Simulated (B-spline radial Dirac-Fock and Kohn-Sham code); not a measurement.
## Binding energies of Gd⁺ in different valence configurations

Level of theory: multi-electron Dirac-Fock with separately optimised hole states, Breit and Lamb-shift corrections added in first order; an atomic code on a B-spline grid. Electron correlation is not included.

Reference: the tabulated ground configuration [Xe] 4f7 5d1 6s1, with 1s 50255.1 eV, 3s 1905.0 eV, 3p3/2 1567.3 eV, 3d3/2 1236.0 eV, 4s 407.2 eV, 5p1/2 41.52 eV, Kα1 42993.5 eV, Kβ1 48687.8 eV, Lα1 6056.0 eV, Lβ2 7096.7 eV.

Problem. One of these configurations gives the following shifts from the reference, in eV: average energy -0.85, 1s -7.72, 3s -9.71, 3p3/2 -9.67, 3d3/2 -9.47, 4s -8.90, 5p1/2 -3.69, Kα1 +0.72, Kβ1 +1.95, Lα1 +1.06, Lβ2 -0.61. Which?
A. [Xe] 4f5 5d3 6s1
B. [Xe] 4f8 5d1
C. [Xe] 4f8 6s1
D. [Xe] 4f7 6s1 6p1

Solution. C. The others give [Xe] 4f8 5d1: 1s -10.06; [Xe] 4f5 5d3 6s1: 1s +17.35; [Xe] 4f7 6s1 6p1: 1s +4.07.

Values without a named source are computed, but for edge energies of neutral atoms, which are taken from tables.
